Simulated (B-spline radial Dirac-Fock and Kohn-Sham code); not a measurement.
**Form factor and incoherent scattering function of Br¹⁴⁺**

System: bromine as Br¹⁴⁺, configuration [Ar] 3d3.

These are calculated numbers from a radial finite-basis atomic code; the model is Dirac-Fock densities. f₀ is the Fourier transform of the spherical electron density, S the Waller-Hartree incoherent function, and s = sin θ/λ.

```tsv
s (Å⁻¹)	f₀	S
0	21.000	0.000
0.08	20.839	0.159
0.09	20.796	0.201
0.1	20.749	0.248
0.12	20.640	0.355
0.14	20.512	0.480
0.17	20.287	0.699
0.2	20.024	0.953
0.23	19.724	1.240
0.27	19.274	1.666
0.32	18.639	2.256
0.38	17.793	3.026
0.44	16.881	3.835
0.52	15.610	4.933
0.61	14.174	6.140
0.72	12.507	7.515
0.84	10.896	8.850
0.99	9.260	10.270
1.16	7.906	11.583
1.37	6.799	12.863
1.6	6.016	13.966
1.88	5.311	15.044
2.21	4.564	16.081
```

f₀ starts at the number of electrons, 21, and has fallen to half at s ≈ 0.88 Å⁻¹. The sum of ⟨r²⟩ over the electrons is 3.438 bohr².
